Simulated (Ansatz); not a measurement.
arsenic trifluoride (AsF3), singlet, geometry from GFN2-xTB; Ansatz (an electronic-structure program) with SVWN5/6-31G*.

Here is a job for Ansatz.
Ansatz 0.2 input:
```yaml
crystal:
  periodic: [false, false, false]
  atoms:
    - {symbol: F, position_ang: [-0.84302752, -1.17072944, -0.50769894]}
    - {symbol: As, position_ang: [0.01319427, -0.00551619, 0.42391172]}
    - {symbol: F, position_ang: [1.41634737, -0.12051314, -0.56435604]}
    - {symbol: F, position_ang: [-0.62169883, 1.31146860, -0.48228800]}
basis:
  gaussian:
    orbitals: 6-31G*
hamiltonian:
  xc: {name: SVWN5}
accuracy: high
```

The log (banner, timings and long lists left out):

```
Functional definition: SVWN5
1532 factors; integrals over basis functions are off by at most 3.9e-9 eV
mean field evaluation 1: about -68841.7733 eV, gradient 5.1e1 eV
mean field evaluation 2: about -68821.8410 eV, gradient 1.2e2 eV
mean field evaluation 4: about -68845.5457 eV, gradient 2.0e0 eV
mean field evaluation 8: about -68845.5543 eV, gradient 7.7e-2 eV
mean field evaluation 16: about -68845.5543 eV, gradient 5.7e-7 eV
mean field -68845.55434882 eV, -2530.0274571264 hartree, gradient 3.4e-8 eV, S^2 0.000000; 0 other end points of the search recorded, 0 dependent functions left out
reference -68845.55435151 eV, -2530.0274572252 hartree; 30, 30 occupied and 50, 50 virtual orbitals, 1532 factors
Total energy: -68845.55435151 eV, -2530.0274572252 hartree
```
